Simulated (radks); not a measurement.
Values are calculated unless marked as measured or tabulated.
Q: O3+, 5 electrons, occupied as [He] 2s2 2p1. Code: a radial shooting solver on a logarithmic mesh with Libxc functionals. Model: scalar-relativistic Kohn-Sham, LDA (Slater exchange, VWN5 correlation), spin-unpolarised, spherical densities, finite nucleus; Fermi nuclear charge, rms radius 2.6991 fm. Some entries of the table are withheld. Estimate them.

| orbital | occ. | eigenvalue (Ry) | <r> (bohr) |
|---|---|---|---|
| 1s | 2 | -42.84162 | 0.2002 |
| 2s | 2 | (1) | 0.9807 |
| 2p | 1 | (2) | (3) |

A: 
(1) 2s eigenvalue (Ry): -5.81494
(2) 2p eigenvalue (Ry): -4.78133
(3) 2p <r> (bohr): 0.9177
